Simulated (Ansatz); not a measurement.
Reaction (redistribution): `F[SiH2]S[SiH](F)F` + `[SiH3]N[SiH](Cl)Cl` → `F[SiH](F)N[SiH](Cl)Cl` + `F[SiH2]S[SiH3]`

Gas-phase electronic energies from Ansatz, PBE0-D4/def2-TZVP geometries. CBS: MP2 limit from def2 TZ/QZ plus the TZ coupled-cluster correction, frozen cores. This one scheme is used for every species. Each species was taken in one conformer, which may not be the lowest.

`F[SiH2]S[SiH](F)F`:

```xyz
9

F    -1.261    2.185   -0.280
Si   -0.279    1.192   -1.045
S     1.315    0.588    0.241
Si    0.432   -1.144    1.054
F     0.375   -2.311   -0.016
F    -1.070   -0.865    1.473
H    -1.059    0.020   -1.488
H     0.346    1.936   -2.157
H     1.201   -1.602    2.219
```

`[SiH3]N[SiH](Cl)Cl`:

Z-matrix (Å, degrees):
```
Si
N 1 1.736
H 1 1.486 2 110.6
H 1 1.486 2 111.5 3 -120.4
H 1 1.483 2 106.7 3 119.8
Si 2 1.697 1 128.0 3 -126.1
H 2 1.012 1 116.2 3 59.2
Cl 6 2.049 2 112.6 1 -104.2
Cl 6 2.045 2 110.1 1 137.3
H 6 1.471 2 109.5 1 16.2
```

`F[SiH](F)N[SiH](Cl)Cl`:

Z-matrix (Å, degrees):
```
Si
F 1 1.586
N 1 1.708 2 105.6
F 1 1.583 2 107.3 3 118.9
H 1 1.466 2 109.7 3 -124.4
Si 3 1.706 1 130.0 2 -177.1
H 3 1.013 1 114.2 2 2.7
Cl 6 2.041 3 110.6 1 124.3
Cl 6 2.039 3 106.3 1 4.6
H 6 1.472 3 114.0 1 -115.6
```

`F[SiH2]S[SiH3]`:

```xyz
9

F    -0.673   -1.295   -1.723
Si    0.712   -1.098   -0.949
S     0.399   -0.819    1.123
Si   -0.657    1.048    1.051
H     1.509   -2.335   -1.092
H     1.368    0.081   -1.557
H    -0.378    1.742    2.331
H    -2.116    0.823    0.911
H    -0.165    1.852   -0.096
```

| species | CCSD(T)/CBS(def2) energy (Eh) |
| --- | --- |
| `F[SiH2]S[SiH](F)F` | -1277.37540 |
| `[SiH3]N[SiH](Cl)Cl` | -1555.58428 |
| `F[SiH](F)N[SiH](Cl)Cl` | -1754.12603 |
| `F[SiH2]S[SiH3]` | -1078.84190 |

Q: Work out ΔE.

A: ΔE = (-1754.12603) + (-1078.84190) − (-1277.37540) − (-1555.58428) = -0.00825 Eh = -0.22 eV.

Largest T1 diagnostic among the species: 0.012.
